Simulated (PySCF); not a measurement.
CH6N, SMILES [NH3+]C, charge +1.

The structure is a stationary point at PBE0-D3(BJ)/def2-TZVP. The isomer is the one that the SMILES or the coordinates give; other isomers of the formula were not compared.

All values below come from TDA-CAM-B3LYP/def2-TZVPD (PySCF).

Vertical excitations; the highest root listed may be one member of a degenerate set. The molecule is in vacuum. State labels are in the subgroup Cs.

Computed excitation energies, oscillator strengths and character:
| state | symmetry | energy (eV) | λ (nm) | f | main pairs |
|---|---|---|---|---|---|
| S1 | A" | 10.56 | 117 | 0.006 | HOMO−1→LUMO (degenerate set) |
| S2 | A' | 10.56 | 117 | 0.006 | HOMO→LUMO (degenerate set) |
| S3 | A" | 12.26 | 101 | 0.089 | HOMO−1→LUMO+1 (degenerate set) |
| S4 | A' | 12.26 | 101 | 0.089 | HOMO→LUMO+1 (degenerate set) |
| S5 | A" | 12.51 | 99 | 0.000 | HOMO→LUMO+2 47 %, HOMO−1→LUMO+3 47 % |
| S6 | A' | 12.59 | 98 | 0.013 | HOMO−1→LUMO+2, HOMO→LUMO+3 (degenerate set) |
| S7 | A" | 12.59 | 98 | 0.013 | HOMO−1→LUMO+3, HOMO→LUMO+2 (degenerate set) |
| S8 | A' | 12.69 | 98 | 0.000 | HOMO−2→LUMO 52 %, HOMO→LUMO+3 21 %, HOMO−1→LUMO+2 21 % |
| S9 | A' | 12.90 | 96 | 0.205 | HOMO−2→LUMO 43 %, HOMO→LUMO+3 27 %, HOMO−1→LUMO+2 27 % |
| S10 | A" | 13.30 | 93 | 0.000 | HOMO−1→LUMO+5 46 %, HOMO→LUMO+4 46 % |
| T1 | A' | 10.25 | 121 | 0 | HOMO→LUMO (degenerate set) |
| T2 | A" | 10.25 | 121 | 0 | HOMO−1→LUMO (degenerate set) |
| T3 | A" | 11.59 | 107 | 0 | HOMO−1→LUMO+1 (degenerate set) |
| T4 | A' | 11.59 | 107 | 0 | HOMO→LUMO+1 (degenerate set) |
Triplets are in the Tamm–Dancoff approximation.
